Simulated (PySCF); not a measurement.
The metal is changed in M(NH3)4 2+. All species are isolated molecules in the gas phase. Multiplicities are imposed; where one is given, others were not computed.

The LUMO from two functionals at the same geometries (PBE-D3(BJ)/def2-SVP), both in PySCF: PBE-D3(BJ)/def2-TZVP and TPSSh-D3(BJ)/def2-TZVP. 

```json
[
 {"species": "M = Zn, multiplicity 1 ([Zn(NH3)4]2+)", "PBE-D3(BJ)/def2-TZVP (eV)": "-9.51", "TPSSh-D3(BJ)/def2-TZVP (eV)": "-8.95"},
 {"species": "M = Mo, multiplicity 1 ([Mo(NH3)4]2+)", "PBE-D3(BJ)/def2-TZVP (eV)": "-10.36", "TPSSh-D3(BJ)/def2-TZVP (eV)": "-9.57"},
 {"species": "M = Ru, multiplicity 1 ([Ru(NH3)4]2+)", "PBE-D3(BJ)/def2-TZVP (eV)": "-11.78", "TPSSh-D3(BJ)/def2-TZVP (eV)": "-11.02"},
 {"species": "M = Pd, multiplicity 1 ([Pd(NH3)4]2+)", "PBE-D3(BJ)/def2-TZVP (eV)": "-11.85", "TPSSh-D3(BJ)/def2-TZVP (eV)": "-11.28"},
 {"species": "M = Os, multiplicity 1 ([Os(NH3)4]2+)", "PBE-D3(BJ)/def2-TZVP (eV)": "-11.48", "TPSSh-D3(BJ)/def2-TZVP (eV)": "-10.72"}
]
```

Over these rows, drawn at random from the members with no instability flagged (it was tested for open shells, ions and some series alone), PBE minus TPSSh-D3(BJ): mean -0.69 eV, from -0.79 eV to -0.57 eV.
